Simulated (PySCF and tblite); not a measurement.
The numbers below are computed, except where a source is named.
Dynamics report: rotation

System: C2H8OSSi, numbered as in [CH3:1][CH2:2][S@:3](=[O:4])[SiH3:5].

Motion: rotation about the C2–S3 bond (torsion C1–C2–S3–O4 from 44° to 171°, rising). The path came from a restrained scan, a climbing-image band and a saddle search at GFN2-xTB; energies are PBE0/pcSseg-1 + D3(BJ)//GFN2-xTB, thermal terms GFN2-xTB. Rate constants are transition-state-theory values, counting equivalent paths, without tunnelling. (PySCF 2.14 with density fitting, tblite 0.8.)

```json
{"point": "start", "symmetry": "C1", "E(GFN2) kcal/mol": "0.0", "E(DFT) kcal/mol": "0.0", "ZPE change kcal/mol": "0.00", "lowest mode cm⁻¹": "93", "dipole D": "3.79"}
{"point": "saddle", "symmetry": "C1", "E(GFN2) kcal/mol": "2.9", "E(DFT) kcal/mol": "5.0", "ZPE change kcal/mol": "-0.06", "lowest mode cm⁻¹": "92i", "dipole D": "4.14"}
{"point": "end", "symmetry": "C1", "E(GFN2) kcal/mol": "0.6", "E(DFT) kcal/mol": "1.6", "ZPE change kcal/mol": "-0.05", "lowest mode cm⁻¹": "86", "dipole D": "4.12"}
```

| Property | Result |
| --- | --- |
| Electronic barrier | 5.0 kcal/mol |
| Barrier with zero-point energy | 5.0 kcal/mol |
| ΔH‡ (298 K) | 4.5 kcal/mol |
| ΔS‡ (298 K, symmetry apart) | -3.2 cal/(mol K) |
| Paths | 1 equivalent path |
| End point | a different minimum |
| Mean lifetime of the start against this motion at 298 K | 1.5 ns |
| Cost | 43 s on 1 thread of Intel Xeon Platinum 8488C, on a host shared with other jobs (rough), peak memory 0.74 GiB, launched as `OMP_NUM_THREADS=1 python ens_run.py task.json out` |

```tsv
T/K	ΔG‡ kcal/mol	k s⁻¹	ΔG kcal/mol	k back s⁻¹
150	5.1	1.2×10⁵	1.5	1.6×10⁷
200	5.2	8.7×10⁶	1.4	3.3×10⁸
250	5.3	1.2×10⁸	1.4	2.1×10⁹
298	5.4	6.5×10⁸	1.4	6.8×10⁹
350	5.6	2.4×10⁹	1.4	1.7×10¹⁰
400	5.7	6.3×10⁹	1.4	3.4×10¹⁰
500	6.0	2.4×10¹⁰	1.3	9×10¹⁰
```

ΔG and ΔG‡ leave out symmetry numbers and mirror images; rates count paths: 1 out, 1 back.
